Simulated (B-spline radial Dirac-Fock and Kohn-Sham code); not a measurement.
What relativity does to the binding energies of I⁴⁷⁺

System: iodine as I⁴⁷⁺ in the configuration [He] 2s2 2p2.

Both columns are ΔSCF binding energies of the configuration average from an atomic code on a B-spline grid: non-relativistic Hartree-Fock with a point nucleus, and Dirac-Fock with a finite nucleus and the Coulomb interaction alone, averaged over the two j levels with weights 2j+1.

```tsv
shell	Hartree-Fock (eV)	Dirac-Fock (eV)	shift (eV)	shift (%)
1s	36114.6	37538.3	+1423.65	+3.94
2s	8369.7	8782.3	+412.62	+4.93
2p	8239.6	8405.1	+165.52	+2.01
```

Relativity binds 1s, 2s, 2p more strongly, among those listed most of all 2s in relative terms.

Values without a named source are computed, but for edge energies of neutral atoms, which are taken from tables.
